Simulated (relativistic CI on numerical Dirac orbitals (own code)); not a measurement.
Sc3+ in a cubic cluster: 3p photoemission with charge transfer

Computed with a charge-transfer multiplet model of a cubic metal-ligand cluster with up to 2 ligand holes, Slater and spin-orbit integrals from Dirac-Coulomb-Breit ions, Slater integrals scaled by 0.8. The ground state mixes d0 with configurations of k ligand holes L, whose averages lie at kΔ + k(k − 1)U_dd/2; a core hole lowers each added d electron by U_cd. 300 K, Lorentzian 0.9 eV and Gaussian 0.8 eV FWHM.

Atomic integrals in eV (Slater integrals scaled, ζ unscaled), ground: F2dd 4.710, F4dd 2.885, zeta_d 0.005; with the core hole: F2dd 4.710, F4dd 2.885, zeta_d 0.012, zeta_core 0.361, F2cd 7.734, G1cd 9.660, G3cd 5.869. Where a configuration has fewer than two d electrons, the dd integrals are those of d2.

Cluster parameters (eV): Δ = 4, U_dd = 3.7, U_cd = 4.8, 10Dq(ligand) = 0.7, V(eg) = 2.15, V(t2g) = -1.02, final-state hopping factor = 1.

| Case | n_d | d0 | d1L | d2L2 | S |
| --- | --- | --- | --- | --- | --- |
| 10Dq = 1.05 eV | 0.53 | 0.54 | 0.40 | 0.06 | 0.00 |
| 10Dq = 1.35 eV | 0.52 | 0.54 | 0.39 | 0.06 | 0.00 |
| 10Dq = 1.95 eV | 0.51 | 0.55 | 0.39 | 0.06 | 0.00 |

Weights, n_d and S are thermal averages at 300 K. Binding energies count from the first peak over 30 % of the highest in each spectrum, which can be another peak from case to case. The parameters are a model scan and need not match a compound or its usual spin state. Peaks in eV (height, largest 100):
- 10Dq = 1.05 eV: 0.0 (100), 4.7 (10), 9.0 (18)
- 10Dq = 1.35 eV: 0.0 (100), 4.7 (9), 9.0 (18)
- 10Dq = 1.95 eV: 0.0 (100), 5.1 (9), 9.1 (19)

A d0 ion has no d-d gap: its lowest excitations are ligand-to-metal charge transfer. With the core hole the average of the configuration with one ligand hole lies at Δ − U_cd = -0.8 eV before mixing: the effective hopping of about 4.8 eV (from the holes of the mixed ground state) is comparable with this gap or larger, so the configurations mix strongly.
